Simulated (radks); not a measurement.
The numbers below are computed, except where a source is named.
Q: The zirconium ion Zr26+, configuration [Ne] 3s2 3p2. Level of theory: scalar-relativistic Kohn-Sham, PBE, spin-unpolarised, spherical densities, point nucleus (a radial shooting solver on a logarithmic mesh with Libxc functionals). Some entries of the table are withheld. Estimate them.

orbital,occ.,eigenvalue (hartree),<r> (bohr),<r^2> (bohr^2)
1s,2,-701.1318,0.03706,(1)
2s,2,-134.9734,0.1604,0.03024
2p,6,-125.5680,0.1395,0.02367
3s,2,-50.86323,0.3977,0.1797
3p,2,-47.85563,(2),0.1722

A: 
(1) 1s <r^2> (bohr^2): 0.001852
(2) 3p <r> (bohr): 0.3866
